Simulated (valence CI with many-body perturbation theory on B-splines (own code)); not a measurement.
## E1 line list for Zr XXXIV

Computed by relativistic CI+MBPT: five valence electrons over a frozen Dirac-Fock core [He], a basis of 11 s, 11 p, 10 d, 8 f, 5 g, 2 h functions for each j, with the one-electron correlation potential Σ1, the two-electron term Σ2, the three-electron term Σ3, Breit, model QED; selected CI, second order for the rest, scaled by the run's own slope (own B-spline code, finite nucleus).

The last digits are not significant, and no measured levels were compared; by estimate large intervals hold to a few tenths of a per cent, small ones and those within an open d or f shell to about a per cent. Among the levels kept, up to 10000 cm⁻¹ of a level comes from second order outside the variational space, and about a tenth of that is noise between levels of different J, which matters for small intervals.

Lines 201 to 250 of 595 in falling wavelength, among levels below 2922.8 eV, chosen from the strongest by gf and those to the six lowest levels. Wavelengths and rates use the calculated energies. Electric multipoles are in the length gauge, E1 and E2 with the static RPA response of the core. Weak lines are less certain than strong ones. Lines between different terms over intervals too small for the method are left out, as are lines whose strength nearly cancels. The highest levels of a list are the least certain.

Levels are named by their leading jj configuration (3d3/2^4 stands for four electrons in 3d with j = 3/2), which in mixed levels can hold well under half, so a name can repeat and another be missing. Letters in brackets count levels of one name in rising energy.

```tsv
λ vac (Å)	Upper	Lower	A (s⁻¹)	log gf	Branch %
57.65	(2p1/2^2 2p3/2^3) J=3/2	(2s 2p1/2 2p3/2^3) J=3/2 [a]	4.78e+10	-1.02	12.6
57.64	(2s 2p1/2 2p3/2^2 3p1/2) J=7/2	(2s^2 2p1/2 2p3/2 3p1/2) J=5/2	2.07e+10	-1.08	0.4
55.64	(2s 2p1/2^2 2p3/2^2) J=5/2	(2s^2 2p1/2^2 2p3/2) J=3/2	3.17e+10	-1.05	73.1
52.41	(2s 2p3/2^3 3s) J=5/2	(2s^2 2p3/2^2 3s) J=5/2	1.28e+11	-0.50	0.4
52.36	(2s 2p3/2^3 3p3/2) J=7/2	(2s^2 2p3/2^2 3p3/2) J=7/2	1.10e+11	-0.44	7.6
52.10	(2s 2p3/2^3 3p1/2) J=5/2	(2s^2 2p3/2^2 3p1/2) J=5/2	1.10e+11	-0.57	0.4
51.93	(2s 2p3/2^3 3p1/2) J=3/2 [a]	(2s^2 2p3/2^2 3p1/2) J=3/2	1.12e+11	-0.74	1.4
51.91	(2p1/2^2 2p3/2^2 3s) J=5/2	(2s 2p1/2^2 2p3/2 3s) J=3/2 [b]	4.62e+10	-0.95	1.3
51.68	(2s 2p3/2^3 3p3/2) J=3/2 [a]	(2s^2 2p3/2^2 3p3/2) J=5/2	6.16e+10	-1.01	0.2
51.45	(2s 2p3/2^3 3s) J=3/2 [a]	(2s^2 2p3/2^2 3s) J=3/2	7.78e+10	-0.91	0.3
51.41	(2s 2p1/2 2p3/2^2 3d5/2) J=9/2 [c]	(2s^2 2p1/2 2p3/2 3d5/2) J=7/2 [b]	2.33e+10	-1.03	7.7
51.14	(2p1/2^2 2p3/2^2 3p1/2) J=5/2	(2s 2p1/2^2 2p3/2 3p1/2) J=3/2 [b]	5.47e+10	-0.89	0.2
51.10	(2s 2p3/2^3 3p3/2) J=5/2 [b]	(2s^2 2p3/2^2 3p3/2) J=3/2 [b]	6.13e+10	-0.84	0.4
50.95	(2s 2p1/2 2p3/2^3) J=3/2 [a]	(2s^2 2p1/2 2p3/2^2) J=3/2	1.33e+11	-0.68	82.0
50.92	(2s 2p1/2^2 2p3/2 3d5/2) J=7/2 [b]	(2s^2 2p1/2^2 3d5/2) J=5/2	7.79e+10	-0.62	0.5
50.87	(2s 2p1/2 2p3/2^2 3p3/2) J=7/2 [c]	(2s^2 2p1/2 2p3/2 3p3/2) J=5/2 [b]	2.91e+10	-1.04	0.1
50.64	(2s 2p3/2^3 3p3/2) J=5/2 [a]	(2s^2 2p3/2^2 3p3/2) J=5/2	4.93e+10	-0.94	0.5
50.64	(2s 2p1/2^2 2p3/2 3p3/2) J=5/2 [b]	(2s^2 2p1/2^2 3p3/2) J=3/2	9.47e+10	-0.66	0.8
50.45	(2s 2p1/2 2p3/2^2 3d5/2) J=7/2 [d]	(2s^2 2p1/2 2p3/2 3d5/2) J=7/2 [b]	5.66e+10	-0.76	0.1
50.05	(2s 2p3/2^3 3p1/2) J=3/2 [b]	(2s^2 2p3/2^2 3p1/2) J=1/2	5.52e+10	-1.08	0.4
50.01	(2s 2p1/2^2 2p3/2 3d3/2) J=5/2 [b]	(2s^2 2p1/2^2 3d3/2) J=3/2	8.12e+10	-0.74	2.2
49.81	(2s 2p1/2^2 2p3/2 3d5/2) J=5/2 [b]	(2s^2 2p1/2^2 3d5/2) J=5/2	1.07e+11	-0.62	0.1
49.80	(2s 2p1/2 2p3/2^3) J=5/2	(2s^2 2p1/2 2p3/2^2) J=5/2	1.18e+11	-0.58	89.4
49.78	(2s 2p1/2^2 2p3/2 3d3/2) J=3/2 [b]	(2s^2 2p1/2^2 3d3/2) J=3/2	1.01e+11	-0.82	0.2
49.78	(2s 2p1/2^2 2p3/2 3p3/2) J=3/2 [b]	(2s^2 2p1/2^2 3p3/2) J=3/2	6.51e+10	-1.01	0.1
49.73	(2s 2p3/2^3 3s) J=3/2 [b]	(2s^2 2p3/2^2 3s) J=1/2	6.26e+10	-1.03	0.3
49.60	(2s 2p1/2^2 2p3/2 3p1/2) J=3/2 [b]	(2s^2 2p1/2^2 3p1/2) J=1/2	1.08e+11	-0.80	0.8
49.58	(2s 2p1/2 2p3/2^2 3p3/2) J=5/2 [d]	(2s^2 2p1/2 2p3/2 3p3/2) J=5/2 [b]	5.94e+10	-0.88	1.2
49.52	(2s 2p1/2 2p3/2^2 3d5/2) J=7/2 [e]	(2s^2 2p1/2 2p3/2 3d5/2) J=7/2 [b]	5.09e+10	-0.83	0.1
49.40	(2s 2p1/2 2p3/2^2 3d5/2) J=5/2 [f]	(2s^2 2p1/2 2p3/2 3d5/2) J=3/2 [b]	4.57e+10	-1.00	0.0
49.32	(2s 2p1/2 2p3/2^3) J=1/2	(2s^2 2p1/2 2p3/2^2) J=1/2	1.04e+11	-1.12	30.6
49.32	(2s 2p1/2^2 2p3/2 3s) J=3/2 [b]	(2s^2 2p1/2^2 3s) J=1/2	1.07e+11	-0.81	1.2
49.24	(2s 2p1/2 2p3/2^2 3s) J=1/2 [a]	(2s^2 2p1/2 2p3/2 3s) J=3/2 [a]	1.21e+11	-1.06	0.9
49.19	(2p1/2 2p3/2^4) J=1/2	(2s 2p1/2 2p3/2^3) J=3/2 [b]	2.81e+11	-0.69	59.0
49.15	(2s 2p1/2^2 2p3/2 3d5/2) J=3/2 [b]	(2s^2 2p1/2^2 3d5/2) J=5/2	1.28e+11	-0.73	0.2
48.95	(2s 2p1/2 2p3/2^2 3p3/2) J=5/2 [e]	(2s^2 2p1/2 2p3/2 3p3/2) J=5/2 [b]	6.72e+10	-0.84	1.0
48.87	(2s 2p1/2^2 2p3/2 3d3/2) J=1/2 [b]	(2s^2 2p1/2^2 3d3/2) J=3/2	1.33e+11	-1.02	0.8
48.76	(2s 2p1/2 2p3/2^2 3p3/2) J=1/2 [d]	(2s^2 2p1/2 2p3/2 3p3/2) J=1/2 [b]	1.29e+11	-1.04	1.2
48.75	(2s 2p1/2 2p3/2^2 3d5/2) J=5/2 [f]	(2s^2 2p1/2 2p3/2 3d5/2) J=5/2 [b]	8.14e+10	-0.76	0.1
48.70	(2s 2p1/2^2 2p3/2 3p3/2) J=1/2 [b]	(2s^2 2p1/2^2 3p3/2) J=3/2	1.21e+11	-1.07	2.6
48.65	(2s 2p1/2 2p3/2^2 3d5/2) J=3/2 [d]	(2s^2 2p1/2 2p3/2 3d5/2) J=3/2 [b]	7.10e+10	-1.00	0.1
48.62	(2s 2p3/2^3 3p3/2) J=3/2 [b]	(2s^2 2p3/2^2 3p3/2) J=3/2 [a]	1.30e+11	-0.73	1.5
48.60	(2s 2p1/2 2p3/2^2 3p3/2) J=3/2 [c]	(2s^2 2p1/2 2p3/2 3p3/2) J=5/2 [a]	9.45e+10	-0.87	0.7
48.57	(2s 2p1/2 2p3/2^2 3d5/2) J=9/2 [c]	(2s^2 2p1/2 2p3/2 3d5/2) J=9/2	1.23e+11	-0.36	41.0
48.53	(2s 2p1/2 2p3/2^2 3p3/2) J=7/2 [c]	(2s^2 2p1/2 2p3/2 3p3/2) J=7/2	1.49e+11	-0.37	0.8
48.51	(2s 2p1/2 2p3/2^2 3d5/2) J=3/2 [c]	(2s^2 2p1/2 2p3/2 3d5/2) J=5/2 [a]	1.13e+11	-0.80	0.1
48.49	(2s 2p1/2 2p3/2^2 3p1/2) J=5/2 [c]	(2s^2 2p1/2 2p3/2 3p1/2) J=5/2	9.04e+10	-0.72	1.5
48.43	(2s 2p1/2 2p3/2^2 3s) J=3/2 [c]	(2s^2 2p1/2 2p3/2 3s) J=3/2 [b]	1.58e+11	-0.65	0.8
48.26	(2s 2p1/2 2p3/2^2 3d5/2) J=5/2 [d]	(2s^2 2p1/2 2p3/2 3d5/2) J=7/2 [a]	6.91e+10	-0.84	0.2
48.25	(2s 2p1/2 2p3/2^2 3d3/2) J=5/2 [d]	(2s^2 2p1/2 2p3/2 3d3/2) J=5/2 [b]	1.00e+11	-0.68	0.1
```

**Question.** How does gf follow from A for the line at 49.60 Å?

**Answer.** gf = 1.4992 × (2J+1)_upper × A / σ², with σ = 2015985 cm⁻¹ and 2J+1 = 4: gf = 0.160.
